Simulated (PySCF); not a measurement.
Start geometry of `CC/C=C\[SiH2]N[SiH2]C` from GFN2-xTB (Å):
```
atom  x, y, z in Å
C1    -4.1776    0.0431    0.4309
C2    -3.0970    0.1514   -0.6263
C3    -2.2263   -1.0472   -0.5766
C4    -0.8680   -1.0266   -0.3366
Si5    0.1435    0.4972   -0.0494
N6     1.7685   -0.0629    0.1223
Si7    3.2129    0.8788    0.3205
C8     4.6989   -0.2951    0.2439
H9    -3.7681    0.0188    1.4428
H10   -4.8103   -0.8207    0.2757
H11   -4.8512    0.9401    0.3854
H12   -2.4942    1.0590   -0.4626
H13   -3.5786    0.2232   -1.6256
H14   -2.7415   -1.9835   -0.7167
H15   -0.3925   -1.9949   -0.3144
H16    0.1196    1.4506   -1.1652
H17   -0.2586    1.2305    1.1796
H18    1.8743   -1.0560    0.2426
H19    3.1808    1.5835    1.6100
H20    3.2272    1.8648   -0.7672
H21    5.5961    0.2519    0.3368
H22    4.7282   -0.8603   -0.7021
H23    4.6618   -1.0225    1.0280
```

Question: What comes out of this run: PBE0-D3(BJ)/def2-SVP geometry optimisation, gas phase (PySCF)?

Answer: 
```
atom  x, y, z in Å
C1    -4.098   -0.216    0.591
C2    -3.108    0.160   -0.507
C3    -2.028   -0.861   -0.683
C4    -0.702   -0.670   -0.588
Si5    0.229    0.907   -0.205
N6     1.652    0.547    0.733
Si7    3.337    0.783    0.356
C8     4.252   -0.830    0.066
H9    -3.596   -0.281    1.568
H10   -4.565   -1.194    0.392
H11   -4.904    0.529    0.673
H12   -2.672    1.150   -0.304
H13   -3.652    0.254   -1.465
H14   -2.395   -1.875   -0.907
H15   -0.063   -1.548   -0.756
H16    0.714    1.565   -1.457
H17   -0.668    1.867    0.516
H18    1.468    0.108    1.633
H19    4.019    1.509    1.477
H20    3.391    1.630   -0.874
H21    5.315   -0.638   -0.153
H22    3.819   -1.381   -0.783
H23    4.204   -1.478    0.955
```

The energy falls by 7.1 kcal/mol over 18 energy and gradient evaluations, the largest force component goes from 0.0540 to 2.7e-04 Eh/bohr, and the atoms move by 0.703 Å rms after alignment. The bond that changes most is C8–H21 (Si-methyl carbon to methyl hydrogen), which lengthens by 0.047 Å. Bonds longer at the end by more than 0.005 Å: 16 of 22; shorter: 4. Among the angles that change most is Si5–C4–H15, from 119.6° to 114.6°. Among the dihedrals that turn most is Si5–N6–Si7–H20, from -52° to 11°. Rotational constants go from 5317, 422.5, 405.1 to 4068, 441.9, 423.9 MHz. The orientation of the end geometry is arbitrary; only internal coordinates are fixed.

The run used 195 basis functions and 132 SCF cycles in all. Time: 2.9 min wall; peak memory 0.88 GiB. Hardware: an AMD EPYC 9R45 with one thread, no GPU, shared host with 96 logical CPUs at a one-minute load of 20.

Stationary, but not proved a minimum. The numbers are those of one conformer.
